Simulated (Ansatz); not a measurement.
Ansatz (a quantum-chemistry and plane-wave program) input:

Ansatz 0.2 input:
```yaml
crystal:
  periodic: [false, false, false]
  atoms:
    - {symbol: Te, position_ang: [-0.06610648, 0.11224322, 0.29641934]}
    - {symbol: F, position_ang: [-1.18677056, -1.05984151, -0.54447816]}
    - {symbol: F, position_ang: [0.10753390, 1.24286059, -1.12777608]}
    - {symbol: F, position_ang: [1.46118522, -0.83153545, -0.04039083]}
basis:
  gaussian:
    orbitals: def2-TZVP
hamiltonian:
  xc: b3lyp
  dispersion: d3bj
total_charge: 1
phonons: {temperatures: {t_min: 298.15, t_max: 298.15, t_step: 100}}
```

### Question
Predict the final energy.

### Answer
-567.47227 Eh (B3LYP-D3(BJ)/def2-TZVP). The basis has 143 functions. The run takes very roughly 30 core-seconds.

It need not be the lowest isomer of its formula.
